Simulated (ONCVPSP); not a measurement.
What one change does to a pseudopotential (zirconium (Zr), ONCV)

ONCVPSP 4.0.1 input, shortened (lines: element, Z, core and valence counts, functional; n l f; lmax; l rc ep ncon nbas qcut; lloc lpopt rc5 dvloc0; l nproj debl; icmod fcfact rcfact), PBE, non-relativistic:

```
  Zr 40.00    6    3        4      upf
    1    0    2.00
    2    0    2.00
    2    1    6.00
    3    0    2.00
    3    1    6.00
    3    2   10.00
    4    0    2.00
    4    1    6.00
    4    2    1.00
    3
    0    1.30    0.00    4    8    4.20
    1    1.30    0.00    3    7    6.80
    2    2.05    0.00    4    9    7.60
    3    1.80    0.02    4    7    5.70
    4    5    0.85    0.00
    0    2    0.70
    1    2    0.70
    2    2    0.60
    3    2    1.20
    3    1.50    1.50
```

In the s channel the program set the typed energies aside and used -2.909, 0.250 Ha. In the p channel the program set the typed energies aside and used -2.163, 0.250 Ha. In the d channel the program set the typed energies aside and used -1.051, 0.250 Ha.

Change: core correction Teter function, fcfact 4.1, rcfact 1.5.

Cutoffs: the cutoffs (Ha) at which the residual kinetic energy of the hardest occupied pseudo-wave falls to 1 and 0.1 mHa per electron; they do not see the model core or the augmentation charge, which bear on the density cutoff. Errors are all-electron minus pseudo energies relative to the spin-unpolarised reference configuration.

Task: What does the change do?

Result: The potential gets neither clearly harder nor softer (97 Ha and 112 Ha → 97 Ha and 112 Ha); both files keep a bound ghost (s); of the 4 tests that both files solve, the error grows in 3 and shrinks in 1 by more than 15 % and 0.3 meV (median size 1.3 → 2.2 meV). A model core, the more so a compact one, raises the density cutoff, which this test does not measure.

```csv
quantity,base,changed
"cutoff, loose",97 Ha,97 Ha
"cutoff, tight",112 Ha,112 Ha
bound ghosts,s,s
GHOST(+) flags under 300 eV,"f at 95.0 eV, p at 186.9 eV","f at 95.0 eV, p at 186.9 eV"
"error for 4s2 4p6 4d2 5s2, meV [ΔE -42.49 eV]",-5.0,-6.2
"error for 4s2 4p6 4d2 5s1, meV [ΔE -35.57 eV]",-1.5,-2.4
"error for 4s2 4p6 4d2, meV [ΔE -22.96 eV]",+1.1,+0.6
"error for 4s2 4p6 4d2 5s1 5p1, meV [ΔE -39.66 eV]",-1.1,-2.0
s: phases at 1.32 bohr within 0.05 rad from the reference energy up to (Ha; the scan ends near 5),to the end of the scan,to the end of the scan
p: phases at 1.32 bohr within 0.05 rad from the reference energy up to (Ha; the scan ends near 5),to the end of the scan,to the end of the scan
d: phases at 2.08 bohr within 0.05 rad from the reference energy up to (Ha; the scan ends near 5),to the end of the scan,to the end of the scan
f: phases at 1.83 bohr within 0.05 rad from the reference energy up to (Ha; the scan ends near 5),2.7,2.7
"rms error of d²Exc/dni dnj with the model core, mHa",0.38,2.36
```

 A true bound ghost makes a file unfit for plane-wave use even where its test errors are small: the radial tests pick states by their node count and pass the ghost by.
